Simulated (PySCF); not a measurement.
Compound: C2H8SSi.
Numbering: `[SiH3:1][CH2:2][CH2:3][SH:4]` (hydrogens: H5, H6, H7 on Si1; H8, H9 on C2; H10, H11 on C3; H12 on S4)

Computed by this run: PBE0-D3(BJ)/def2-SVP geometry optimisation, gas phase in PySCF 2.14.0; density fitting, grid level 1; the optimiser is geomeTRIC in internal coordinates, started from a GFN2-xTB structure.

Step 0: E = -20900.2629 eV
```
atom  x, y, z in Å  |  force x, y, z in eV/Å
Si1     1.7977    0.1586   -0.1015   -1.014   0.102  -0.365
C2     -0.0548    0.1353   -0.5523    0.404  -0.191   0.452
C3     -0.9069   -0.4308    0.5624   -0.588   0.276  -0.468
S4     -2.6831   -0.5368    0.1161    0.089  -0.599   0.143
H5      2.2492   -1.2096    0.1517    0.259  -0.558   0.118
H6      2.5300    0.7466   -1.2214    0.452   0.226  -0.422
H7      1.9807    0.9700    1.1032    0.166   0.316   0.505
H8     -0.2119   -0.4566   -1.4562    0.040  -0.171  -0.345
H9     -0.3896    1.1495   -0.7841    0.017   0.364  -0.107
H10    -0.6283   -1.4584    0.7932    0.096  -0.353   0.188
H11    -0.8332    0.1658    1.4716    0.142   0.089   0.372
H12    -2.8484    0.7659   -0.1089   -0.062   0.499  -0.070
```

Q: Estimate the geometry and energy of step 1. (The exact step hangs on the optimiser's Hessian estimate; all steps are aligned on step 0, rigid shifts and turns removed.)

A: E = -20900.3273 eV, largest force 0.172 eV/Å
```
atom  x, y, z in Å  |  force x, y, z in eV/Å
Si1     1.7857    0.1661   -0.1172    0.024  -0.039   0.064
C2     -0.0559    0.1307   -0.5501   -0.053   0.050  -0.119
C3     -0.9414   -0.4253    0.5528    0.074  -0.061   0.128
S4     -2.7068   -0.5579    0.1237   -0.016   0.164  -0.051
H5      2.2787   -1.2221    0.1507   -0.008   0.014  -0.001
H6      2.5927    0.7516   -1.2316   -0.049   0.000  -0.014
H7      2.0134    0.9859    1.1150   -0.009  -0.006  -0.015
H8     -0.1959   -0.4589   -1.4733    0.028   0.024   0.027
H9     -0.3687    1.1615   -0.7992    0.033  -0.035   0.005
H10    -0.6537   -1.4612    0.8055   -0.020   0.072  -0.012
H11    -0.8411    0.1607    1.4820   -0.005  -0.033  -0.040
H12    -2.9056    0.7681   -0.0844    0.000  -0.151   0.029
```

The energy changes by -0.0644 eV. The first-order estimate −F·Δx gives -0.1422 eV and the mean of the old and new forces, exact on a quadratic surface, -0.0646 eV. The step makes an angle of 58° with the force vector and moves no atom by more than 0.064 Å.

The cost below is that of the whole optimisation. On Arm Neoverse V1, one thread, no GPU, shared host with 64 logical CPUs at a one-minute load of 35, this took 11 s wall and 0.45 GiB of memory at its peak.
